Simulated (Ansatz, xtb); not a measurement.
Molecule: sum formula SiH$_{2}$F, charge -1, multiplicity 1. It need not be the lowest isomer of its formula. Whether it binds its extra electron was not tested at this geometry. SMILES: F[SiH2-]
Coordinates optimised at B3LYP-D3(BJ)/def2-TZVP (Ansatz, a program for electronic structure):
```xyz
4

Si    -0.5532     0.1714    -0.1727
F      1.0747    -0.0830     0.2798
H     -0.7058    -1.0631    -1.1116
H     -1.2219    -0.5891     1.0118
```
Charge -1, spin multiplicity 1.

Harmonic wavenumbers from GFN2-xTB (xtb, at its own minimum), cm⁻¹: 516, 655, 741, 905, 1478, 1593.

Q: Give the harmonic wavenumbers at B3LYP-D3(BJ)/def2-TZVP (Ansatz, finite differences of forces, unscaled).

A: 651, 750, 817, 965, 1797, 1812 cm⁻¹. Zero-point energy 9.7 kcal/mol.

Q: From these and the geometry, give the ideal-gas thermochemistry at 298.15 K and 1 atm (rigid rotor, harmonic oscillator).

A: Point group Cs, rotational symmetry number 1. Rotational constants 109.7, 13.72, 13.56 GHz. S(trans) 37.60, S(rot) 20.29, S(vib) 0.93, S(elec, spin only) 0.00, S 58.8 cal/(mol K). H(298) - H(0) 2.59 kcal/mol; G - E(el) -5.2 kcal/mol.
